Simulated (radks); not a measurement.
Q: The mean radii <r> (bohr) of the occupied orbitals of an atom or ion are listed with their occupations. Method: Dirac Kohn-Sham, PBE, spin-unpolarised, spherical densities, finite nucleus; Fermi nuclear charge, rms radius of each element as measured or else 0.836 A^(1/3) + 0.57 fm; computed with a radial shooting solver on a logarithmic mesh with Libxc functionals.

| orbital | occ. | <r> |
|---|---|---|
| 1s1/2 | 2 | 0.02112 |
| 2s1/2 | 2 | 0.08922 |
| 2p1/2 | 2 | 0.07438 |
| 2p3/2 | 4 | 0.08143 |
| 3s1/2 | 2 | 0.2341 |
| 3p1/2 | 2 | 0.2238 |
| 3p3/2 | 4 | 0.2371 |
| 3d3/2 | 4 | 0.2096 |
| 3d5/2 | 6 | 0.2138 |
| 4s1/2 | 2 | 0.5299 |
| 4p1/2 | 2 | 0.5405 |
| 4p3/2 | 4 | 0.5710 |
| 4d3/2 | 4 | 0.6037 |
| 4d5/2 | 6 | 0.6146 |
| 5s1/2 | 2 | 1.302 |
| 5p1/2 | 2 | 1.471 |
| 5p3/2 | 4 | 1.577 |
| 4f5/2 | 6 | 0.8665 |
| 4f7/2 | 4 | 0.8870 |
| 6s1/2 | 1 | 3.720 |

Name the element and its charge. Open shells, if any, fill j = l - 1/2 first.

A: Z = 66, dysprosium, charge +1: Dy+ in [Xe] 4f10 6s1. The 1s radius gives Z: for a bare nucleus <r> = (2 gamma + 1)/(2Z) with gamma = sqrt(1 - (Z/c)^2), 0.02085 bohr for Z = 66, and screening makes it slightly larger (0.02112 here). The occupations add up to 65, and the charge is Z minus that.
